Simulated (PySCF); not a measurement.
Si(H)3(SeH) (H4SeSi), SMILES [SiH3][SeH].

Geometry optimised at PBE0-D3(BJ)/def2-TZVP.

Vertical ionisation energy (IE) and electron affinity (EA) in eV. Rows of orbital energies are one-electron estimates. Where ΔSCF, EOM or ADC give a negative EA the extra electron is unbound and the value depends on the basis.

```tsv
level	IE	EA
−ε(HOMO), −ε(LUMO), HF/def2-TZVPD (PySCF)	9.68	-1.42
ADC(2)/aug-cc-pVDZ (PySCF)	8.98	-0.60
```

Beyond the first one, list the lowest photoelectron lines from PySCF with ADC(2)/aug-cc-pVDZ with their pole strengths (two spins summed). (An estimate is asked for; the answer gives what the named calculation found.)

11.03 eV (1.82), 12.34 eV (1.83), 12.81 eV (1.83), 13.65 eV (1.81), 17.99 eV (1.76).
